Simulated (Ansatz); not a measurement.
Start from `N[SiH2][SiH](F)Br` and change one atom or group to get `N[SiH2][SiH](F)[SiH3]`.

Ansatz, PBE0-D4/def2-TZVP geometries, multiplicity 1. Each molecule was computed in one conformer, which needn't be the lowest.

Scalar relativity is left out up to krypton. Spin–orbit coupling is left out; it splits and shifts lone-pair levels of the heavy atoms by tenths of an eV.

```
                               property  `N[SiH2][SiH](F)Br`
  HOMO energy (ωB97M-V/def2-TZVPP) / eV                -9.74
    LUMO energy (B3LYP/def2-TZVPP) / eV                -0.93
    HOMO–LUMO gap (PBE/def2-TZVPP) / eV                 4.61
      HOMO energy (PBE/def2-TZVPP) / eV                -6.19
HOMO–LUMO gap (ωB97M-V/def2-TZVPP) / eV                10.73
  HOMO–LUMO gap (B3LYP/def2-TZVPP) / eV                 6.40
```

**Question.** Give the same properties after the change, and the shifts. (An estimate is asked.)

**Answer.** The calculation gave: 
| property | `N[SiH2][SiH](F)[SiH3]` | shift |
| --- | --- | --- |
| HOMO energy (ωB97M-V/def2-TZVPP) / eV | -9.02 | 0.72 |
| LUMO energy (B3LYP/def2-TZVPP) / eV | -1.10 | -0.17 |
| HOMO–LUMO gap (PBE/def2-TZVPP) / eV | 4.01 | -0.60 |
| HOMO energy (PBE/def2-TZVPP) / eV | -5.77 | 0.42 |
| HOMO–LUMO gap (ωB97M-V/def2-TZVPP) / eV | 9.81 | -0.92 |
| HOMO–LUMO gap (B3LYP/def2-TZVPP) / eV | 5.67 | -0.73 |

With PBE0 the HOMO rises by 0.57 eV and the LUMO falls by 0.19 eV, so the gap narrows by about 0.76 eV. PBE moves the HOMO by 0.42 eV and ωB97M-V by 0.72 eV.

B3LYP here is the variant with VWN-RPA as its local correlation; programs differ in this.
